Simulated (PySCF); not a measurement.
## Spinor energies of As¹⁷⁺ (arsenic, charge +17)

Start: [Ne] 3s2 3p4; 3p1/2 filled at m_j = -1/2, +1/2; 3p3/2 filled at m_j = +1/2, +3/2. Calculated with PySCF 2.14 in an even-tempered Gaussian basis (19 s from 1.7 bohr⁻², ratio 2.4; 13 p from 2.2 bohr⁻², ratio 2.4; 5 d from 10 bohr⁻², ratio 2.6; 4 f from 15 bohr⁻², ratio 2.6): generalised Hartree-Fock with the X2C-1e Hamiltonian and a Gaussian nucleus; one run each with spin-orbit coupling (SO) switched off, then screened by Boettger's factors.

```tsv
spinor shell	electrons	ε, spin-free (eV)	ε, screened SO (eV)	weight of nominal j (screened SO)	rms radius, screened SO (bohr)
1s1/2	2	-12585.6	-12585.0	1.000	0.0524
2s1/2	2	-2202.6	-2202.3	1.000	0.217
2p1/2	2	-2005.6	-2032.4	0.998	0.191
2p3/2	4	-2005.6	-1992.3	0.999	0.194
3s1/2	2	-739.00	-738.87	1.000	0.555
3p1/2	2	-678.23	-682.96	0.782	0.548
3p3/2	2	-678.23	-674.99	0.814	0.552
```

```csv
quantity,spin-free,screened SO
E (hartree),-2105.73828,-2105.97594
M_J,2,2
⟨J²⟩,6.002,6.005
⟨L²⟩,2.001,2.499
⟨S²⟩,2.001,1.754
```

Each row is a mean over spinors that exchange with the open shell spreads, by up to 18.314 eV (3s1/2).

Rows whose weight is well below 1 are mixtures of j = l ± 1/2: exchange outweighs spin-orbit coupling there, and the label is only the starting occupation.

Without spin-orbit coupling the j labels of p, d and f shells carry no meaning; the spin-free column gives the mean over the occupied spinors of each nl shell.
